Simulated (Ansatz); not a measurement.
Basis sets compared for the cluster Al4P4 (the lowest singlet isomer of a short search). Total charge 0; singlet. Geometry PBE-D4/def2-SVP. Ansatz on 4 threads of Arm Neoverse N1 on a shared host; times are rough, and most runs start from earlier orbitals.

Cartesian coordinates in Å:
```
Al -0.576 1.548 -1.147
Al 1.926 0.466 -0.338
Al -1.926 -0.466 0.338
Al 0.576 -1.548 1.147
P 1.348 2.578 -0.723
P 2.505 -1.645 0.047
P -1.354 -1.451 2.247
P -2.499 0.518 -1.571
```

The structure comes from a short search, and lower isomers may exist.

Binding counts from free atoms (Al doublet, P quartet) in the same basis, without a counterpoise term.

```csv
level,functions,energy (Eh),HOMO (eV),LUMO (eV),binding per atom (eV),wall time
PBE-D4/def2-SVP,144,-2333.4055,-5.87,-3.98,3.02,3.9 s
PBE0-D4/def2-SVP,144,-2333.5946,-6.76,-3.51,2.89,5.5 s
```

Task: Estimate the rows for PBE-D4/def2-TZVP, PBE0-D4/def2-TZVP.

Result: 
```
            level  functions  energy (Eh)  HOMO (eV)  LUMO (eV)  binding per atom (eV)  wall time
 PBE-D4/def2-TZVP        296   -2334.2164      -5.83      -4.00                   3.04      8.5 s
PBE0-D4/def2-TZVP        296   -2334.3981      -6.71      -3.50                   2.93       24 s
```
